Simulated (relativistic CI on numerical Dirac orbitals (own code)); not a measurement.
Computed by Dirac-Coulomb-Breit CI, separate exchange-only KLI orbitals for each configuration, model QED, unscaled Slater integrals (own radial code, finite nucleus).

The strongest absorption lines from the ground level of an ion, among the configurations computed and to levels below about 14500 eV (vacuum wavelength in Å, gf): 0.8905 (0.87), 1.0148 (0.98), 1.0154 (1.6), 1.0156 (2.1), 1.0411 (0.75), 1.1757 (4.2), 1.1775 (1.4), 5.3351 (0.39).

(1) Which ion is it?
A. Pt⁷⁰⁺
B. Dy⁵⁸⁺
C. Th⁸²⁺
D. Pt⁷²⁺

## Answers

(1) A. Pt⁷⁰⁺ has 8 electrons and the ground level 2s²2p⁴ ³P2; the strongest line goes to 2s²2p³3d ³D°3. The pattern of lines fixes the number of electrons, and along that sequence the line energies rise steadily with the charge (about as its square where n changes within one kind of shell, about linearly where n is kept but much faster in heavy ions where fine structure, which grows about as Z⁴, sets the gap, and irregularly where shells cross), which fixes Z. Configurations outside the model, such as inner-shell arrays, can give stronger lines. At this charge energies of transitions that change n are usually good to better than 1 %, and those within a shell (Δn = 0) to a few per cent.

LS names give the leading component of a level, which can be under half, so a name can repeat, a term be missing and a line seem to break the LS rules.
